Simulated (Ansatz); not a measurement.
Molecule (SMILES): Cl[Se]Cl.
Atoms: Se1, Cl2, Cl3. Bonds: Se1-Cl2, Se1-Cl3.

Basis-set convergence of the lowest harmonic wavenumber at HF with Ansatz (a program for electronic structure). Each level at its own minimum, finite differences of forces, unscaled; the reference is a large set that could be run, not a limit. Cartesian d functions, on some or all atoms, in 3-21G, 6-31G, 6-31G**; all else is spherical. The program fits the integrals of some runs and decomposes those of others, by size. No added dispersion term, no relativity. Reference: the value in aug-pcseg-2, 179 cm⁻¹. Deviations are taken from unrounded values. Cost is core time over that of 6-31G, rough, on shared machines of one kind; a dash marks a row that isn't timed (too short, read off another run, short of memory, by another algorithm or on other hardware).

| basis | functions | lowest harmonic wavenumber (cm⁻¹) | minus reference (cm⁻¹) | cost |
|---|---|---|---|---|
| STO-3G | 36 | 184 | 6 | - |
| pcseg-0 | 48 | 134 | -45 | - |
| 3-21G | 49 | 139 | -40 | 0.5× |
| 6-31G | 55 | 148 | -31 | 1× |
| pcseg-1 | 63 | 176 | -3 | 1× |
| def2-SVP | 68 | 171 | -7 | 0.8× |
| 6-31G** | 73 | 179 | 0 | 1× |
| cc-pV(D+d)Z | 73 | 177 | -2 | 1× |
| aug-pcseg-1 | 90 | 177 | -2 | 2× |
| def2-SVPD | 95 | 173 | -6 | 1× |
| aug-cc-pV(D+d)Z | 100 | 176 | -3 | 2× |
| pcseg-2 | 111 | 179 | 0 | 2× |
| def2-TZVP | 122 | 179 | 0 | 2× |
| def2-TZVPP | 132 | 179 | 0 | 3× |
| def2-TZVPD | 149 | 180 | 1 | 4× |
| aug-pcseg-2 | 159 | 179 | 0 | 4× |
| def2-TZVPPD | 159 | 180 | 1 | 4× |
| aug-cc-pV(T+d)Z | 169 | 179 | 0 | 5× |
